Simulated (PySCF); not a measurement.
Species: CH$_{2}$F$_{3}$Si, net charge 0, doublet state. It need not be the lowest isomer of its formula. SMILES: [CH2][Si](F)(F)F
Structure (B3LYP-D3(BJ)/def2-TZVP (Ansatz) minimum search):
```xyz
7

Si    -0.0021     0.0000     0.0001
F      0.4454     1.4115    -0.5583
F      0.4528    -1.1084    -1.0337
F      0.8260    -0.2464     1.3276
C     -1.7938    -0.0585     0.2733
H     -2.3620     0.8159     0.5648
H     -2.3629    -0.9744     0.1741
```
Charge 0, spin multiplicity 2.

Dispersion corrections to the total energy (kcal/mol) from the dftd3 and dftd4 libraries through PySCF: D3(BJ) without and D4 with the three-body term, each with the damping fitted for the functional named.

```tsv
functional	D3(BJ)	D4
PW6B95	-1.34	-2.75
r2SCAN	-0.68	-0.69
PBE	-2.60	?
BHLYP	-3.77	-3.61
CAM-B3LYP	-2.05	?
PBE0	?	-2.49
B3LYP	-4.68	-4.86
```

Question: What belongs in the gaps?

Answer: 
- PBE, D4: -3.00
- CAM-B3LYP, D4: -2.50
- PBE0, D3(BJ): -2.25
